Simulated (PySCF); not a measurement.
C3H8Cl2GaN (SMILES CC(C)[NH][Ga]([Cl])[Cl]), singlet, at a GFN2-xTB geometry (such geometries of metal compounds can be far from the true shape), atoms displaced at random by about 0.03 Å a coordinate; PySCF with PBE0/STO-3G, gradient.

PySCF was given this input:
```python
from pyscf import gto, scf, dft

mol = gto.M(
    atom='''
Ga    0.298906    0.207663    0.473370
Cl   -0.593080   -1.204785    1.767825
Cl    1.305318    1.744071    1.380154
N     0.482239    0.172505   -1.307285
C    -0.376271   -0.510714   -2.264343
C    -0.728456   -1.919786   -1.856757
C    -1.572250    0.262600   -2.679831
H     0.723250    1.055882   -1.655631
H     0.254008   -0.682589   -3.244010
H    -1.198316   -2.460194   -2.540552
H     0.170669   -2.416205   -1.486261
H    -1.467157   -1.799352   -0.966490
H    -2.174863   -0.292799   -3.439052
H    -2.186533    0.428963   -1.798893
H    -1.380437    1.189428   -3.128554
''',
    basis='sto-3g',
    charge=0,
    spin=0,
    verbose=4,
)

mf = dft.RKS(mol)
mf.xc = 'pbe0'
mf.grids.level = 5
mf.kernel()
g = mf.nuc_grad_method()
g.grid_response = False
grad = g.kernel()
```

Task: What does PySCF print? Leave out banner, timings and long lists.

Result: 
```
PySCF version 2.14.0

[INPUT] verbose = 4
[INPUT] num. atoms = 15
[INPUT] num. electrons = 98
[INPUT] charge = 0
[INPUT] spin (= nelec alpha-beta = 2S) = 0
[INPUT] symmetry False subgroup None
[INPUT] Mole.unit = angstrom
[INPUT] Symbol           X                Y                Z      unit          X                Y                Z       unit  Magmom
[...]
nuclear repulsion = 771.548058717488
number of shells = 38
number of NR pGTOs = 192
number of NR cGTOs = 64
basis = sto-3g
ecp = {}

******** <class 'pyscf.dft.rks.RKS'> ********
method = RKS
initial guess = minao
damping factor = 0
level_shift factor = 0
DIIS = <class 'pyscf.scf.diis.CDIIS'>
diis_start_cycle = 1
diis_space = 8
diis_damp = 0
SCF conv_tol = 1e-09
SCF conv_tol_grad = None
SCF max_cycles = 50
direct_scf = True
direct_scf_tol = 1e-13
XC library pyscf.dft.libxc version 7.1.2
    S. Lehtola, C. Steigemann, M. J. T. Oliveira, and M. A. L. Marques,  SoftwareX 7, 1–5 (2018)
XC functionals = pbe0
    C. Adamo and V. Barone,  J. Chem. Phys. 110, 6158 (1999)
    M. Ernzerhof and G. E. Scuseria,  J. Chem. Phys. 110, 5029 (1999)
radial grids:
    Treutler-Ahlrichs [JCP 102, 346 (1995); DOI:10.1063/1.469408] (M4) radial grids

becke partition: Becke, JCP 88, 2547 (1988); DOI:10.1063/1.454033
pruning grids: <function nwchem_prune>
grids dens level: 5
symmetrized grids: False
atomic radii adjust function: <function treutler_atomic_radii_adjust>
small_rho_cutoff = 0
Set gradient conv threshold to 3.16228e-05
Initial guess from minao.
tot grids = 490744
init E= -2981.83156353462
[...]
cycle= 1 E= -2983.68705981257  delta_E= -1.86  |g|= 0.523  |ddm|= 4.76
[...]
cycle= 2 E= -2976.46855915759  delta_E= 7.22  |g|=  5.5  |ddm|= 6.53
[...]
cycle= 3 E= -2983.7513512623  delta_E= -7.28  |g|= 0.519  |ddm|= 5.18
[...]
cycle= 4 E= -2983.8253706885  delta_E= -0.074  |g|= 0.219  |ddm|= 0.896
[...]
cycle= 5 E= -2983.84114676049  delta_E= -0.0158  |g|= 0.0329  |ddm|= 0.33
[...]
cycle= 6 E= -2983.84161544608  delta_E= -0.000469  |g|= 0.00909  |ddm|= 0.0963
[...]
cycle= 7 E= -2983.84164229834  delta_E= -2.69e-05  |g|= 0.0017  |ddm|= 0.0138
[...]
cycle= 8 E= -2983.84164433082  delta_E= -2.03e-06  |g|= 0.000869  |ddm|= 0.00599
[...]
cycle= 9 E= -2983.84164488557  delta_E= -5.55e-07  |g|= 0.000235  |ddm|= 0.00344
[...]
cycle= 10 E= -2983.84164496252  delta_E= -7.7e-08  |g|= 5.99e-05  |ddm|= 0.0015
[...]
cycle= 11 E= -2983.84164496775  delta_E= -5.23e-09  |g|= 2.8e-05  |ddm|= 0.0004
[...]
cycle= 12 E= -2983.84164496849  delta_E= -7.42e-10  |g|= 4.22e-06  |ddm|= 0.000169
[...]
Extra cycle  E= -2983.84164496849  delta_E= -2.73e-12  |g|= 5.39e-06  |ddm|= 2.88e-05
converged SCF energy = -2983.84164496849

******** <class 'pyscf.grad.rks.Gradients'> for <class 'pyscf.dft.rks.RKS'> ********
unit = Eh/Bohr
grid_response = False
--------------- RKS gradients ---------------
         x                y                z
0 Ga     0.0023720602     0.0242092399     0.0916934389
1 Cl    -0.0104459452    -0.0144728577     0.0093864302
2 Cl    -0.0024975434    -0.0017498370    -0.0031852725
3 N     0.0264377424     0.0398119744    -0.1514092274
4 C    -0.0610830960     0.0355406630     0.0857683497
5 C    -0.0097826664    -0.0576311435    -0.1469634670
6 C     0.0582479973     0.0204278038     0.0055626947
7 H    -0.0242275890    -0.0625927515     0.0323565380
8 H     0.0161810368    -0.0139215582    -0.0345404293
9 H     0.0483748187     0.0576437637     0.0859251520
10 H    -0.0002896357     0.0063277256     0.0006060419
11 H    -0.0286867357     0.0138542233     0.0293165717
12 H    -0.0083263404    -0.0021790016    -0.0144462158
13 H     0.0110031896    -0.0031453434    -0.0046662016
14 H    -0.0173029431    -0.0421006660     0.0146029273
----------------------------------------------
```
